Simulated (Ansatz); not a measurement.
Relaxation of SnGe₃⁺ with UKS PBE-D4/def2-SVP.

```sh
$ ansatz run in.yaml --threads 4 --pin off --events-out ev --progress --plain --max-ram 4787MiB
```

```yaml
crystal:
  periodic: [false, false, false]
  atoms:
    - {symbol: Ge, position_ang: [0.396930, 0.568350, -1.098110]}
    - {symbol: Ge, position_ang: [-1.005320, -0.418290, 0.703660]}
    - {symbol: Ge, position_ang: [0.142720, -1.794940, -0.871450]}
    - {symbol: Sn, position_ang: [0.465680, 1.644880, 1.265900]}
basis:
  gaussian: {orbitals: def2-SVP}
total_charge: 1
magnetization: {spin_polarized: true, initial_magnetization: 1}
hamiltonian: {xc: pbe, dispersion: d4}
scf: {lower_state_search: "off"}
output: {orbitals: {seedname: orbitals}}
relax: {f_tol: 0.02, max_steps: 100}
```

It took 11 s on 4 threads of Arm Neoverse V2 on a shared host.

Positions (Å) and forces (eV/Å) at steps 1, 2, 3, 4, 5, 7 of 7:

```xyz
4
step=1 energy=-175333.2237 eV
Ge    0.397    0.568   -1.098    0.815    0.456   -1.424
Ge   -1.005   -0.418    0.704   -1.084   -0.881    0.998
Ge    0.143   -1.795   -0.871   -0.051   -0.838   -0.504
Sn    0.466    1.645    1.266    0.320    1.262    0.930
4
step=2 energy=-175333.4967 eV
Ge    0.478    0.543   -1.150    0.242    0.257    0.190
Ge   -1.007   -0.503    0.758    0.125    0.176    0.339
Ge    0.076   -1.862   -0.960   -0.108   -0.121   -0.153
Sn    0.453    1.822    1.352   -0.260   -0.312   -0.376
4
step=3 energy=-175333.7617 eV
Ge    0.675    0.553   -1.117    0.298   -0.061   -0.233
Ge   -0.914   -0.565    0.923   -0.056   -0.308    0.221
Ge   -0.068   -1.789   -1.033   -0.114    0.495    0.181
Sn    0.307    1.801    1.226   -0.128   -0.125   -0.168
4
step=4 energy=-175333.7751 eV
Ge    0.860    0.566   -1.176   -0.264   -0.231    0.318
Ge   -0.901   -0.674    1.085    0.267    0.142   -0.363
Ge   -0.162   -1.638   -1.024   -0.033   -0.231   -0.153
Sn    0.203    1.746    1.115    0.030    0.321    0.198
4
step=5 energy=-175333.8399 eV
Ge    0.796    0.537   -1.124    0.014   -0.031    0.021
Ge   -0.868   -0.635    1.014    0.036   -0.016   -0.007
Ge   -0.153   -1.707   -1.054   -0.023    0.067    0.018
Sn    0.225    1.805    1.164   -0.027   -0.019   -0.032
4
step=7 energy=-175333.8423 eV
Ge    0.827    0.523   -1.108   -0.002   -0.001    0.000
Ge   -0.838   -0.649    1.030   -0.001    0.000   -0.002
Ge   -0.185   -1.689   -1.069    0.001    0.000    0.001
Sn    0.196    1.815    1.147    0.001    0.001    0.001
```

In the def2 sets Sn takes a core potential; there is no spin–orbit coupling. The relaxation made no stability test and no search for a lower SCF solution. The structure comes from a short search, and lower isomers may exist.
